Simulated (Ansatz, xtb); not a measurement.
## C6H7FO: which of two isomers lies lower

Structure I: `C/C=C(F)/C=C/C=O`, a singlet. Structure II: `C/C=C(F)\C=C\C=O`, a singlet. Both are isolated molecules in the gas phase, relaxed with PBE0-D3(BJ)/def2-SVP, each in the lowest conformer that the search found.

I (Å):

| atom | x (Å) | y (Å) | z (Å) |
| --- | --- | --- | --- |
| C | -1.9508 | -1.8197 | -2.2206 |
| C | -1.9755 | -1.1061 | -0.9183 |
| C | -0.9850 | -1.1233 | -0.0101 |
| C | -1.0049 | -0.4320 | 1.2565 |
| C | -0.0066 | -0.4552 | 2.1620 |
| C | -0.1234 | 0.2819 | 3.4220 |
| F | 0.1300 | -1.8227 | -0.2521 |
| O | 0.7235 | 0.3105 | 4.2810 |
| H | -2.7868 | -2.5352 | -2.2923 |
| H | -1.0105 | -2.3682 | -2.3606 |
| H | -2.0716 | -1.1129 | -3.0583 |
| H | -2.8583 | -0.5156 | -0.6581 |
| H | -1.9119 | 0.1451 | 1.4678 |
| H | 0.9133 | -1.0193 | 1.9875 |
| H | -1.0902 | 0.8409 | 3.5420 |

II (Å):

```xyz
15

C    -0.3674   -1.6636    2.2684
C     0.1335   -1.0872    0.9924
C    -0.5994   -0.5764   -0.0121
C    -2.0375   -0.4697   -0.0854
C    -2.7109    0.0558   -1.1284
C    -4.1744    0.1219   -1.1129
F     0.0410   -0.1010   -1.0884
O    -4.8498    0.5754   -2.0037
H    -1.4619   -1.6525    2.3522
H     0.0424   -1.1112    3.1302
H    -0.0312   -2.7076    2.3800
H     1.2174   -1.0685    0.8374
H    -2.6011   -0.8463    0.7737
H    -2.1941    0.4451   -2.0094
H    -4.6453   -0.2931   -0.1814
```

Quicker runs give these differences E(II) − E(I): GFN2-xTB +0.59 kcal/mol; HF/STO-3G +1.94 kcal/mol (at GFN2-xTB geometries); r2SCAN-D4/def2-SVP +2.30 kcal/mol (at GFN2-xTB geometries).

Q: Estimate E(II) − E(I) at the level CCSD(T)/def2-SVP + ΔMP2/def2-TZVPP.

A: Calculated at CCSD(T)/def2-SVP + ΔMP2/def2-TZVPP: E(II) − E(I) = +1.69 kcal/mol, so structure I lies lower.

How the difference moves with the method:

| level | geometry | E(II) − E(I) (kcal/mol) | departure from the last row (kcal/mol) | job, with rough time for the two |
| --- | --- | --- | --- | --- |
| GFN2-xTB | GFN2-xTB | +0.59 | −1.10 | optimisation, 0.14 s |
| HF/STO-3G | GFN2-xTB | +1.94 | +0.25 | single point, 0.6 s |
| r2SCAN-D4/def2-SVP | GFN2-xTB | +2.30 | +0.61 | single point, 7.2 s |
| PBE0-D3(BJ)/def2-SVP | PBE0-D3(BJ)/def2-SVP | +1.94 | +0.25 | optimisation, 63 s |
| HF/def2-SVP | PBE0-D3(BJ)/def2-SVP | +2.49 | +0.80 | part of the CCSD(T) run |
| MP2/def2-SVP | PBE0-D3(BJ)/def2-SVP | +2.18 | +0.49 | part of the CCSD(T) run |
| CCSD(T)/def2-SVP | PBE0-D3(BJ)/def2-SVP | +2.10 | +0.41 | single point |
| CCSD(T)/def2-SVP + ΔMP2/def2-TZVPP | PBE0-D3(BJ)/def2-SVP | +1.69 |  | single point, 3.6 min |

As drawn, both hold the same kinds of bond in the same numbers.

The levels shown agree on the order. The largest departure from CCSD(T)/def2-SVP + ΔMP2/def2-TZVPP is that of GFN2-xTB, 1.10 kcal/mol. The last row adds to CCSD(T) the change of the MP2 difference between the two basis sets, here −0.41 kcal/mol.

With thermal terms from frequencies at re-optimised GFN2-xTB minima (ideal gas, soft modes damped towards free rotors, one conformer each, 298.15 K, 1 atm): on the last row, ΔE + ΔZPE = +1.67, ΔH = +1.69, ΔG = +1.50 kcal/mol.

The correlated steps freeze 8 core orbitals. Programs: Ansatz 0.2.0, xtb 6.7.1; the last row on 2 threads of Arm Neoverse V1 on a shared host.
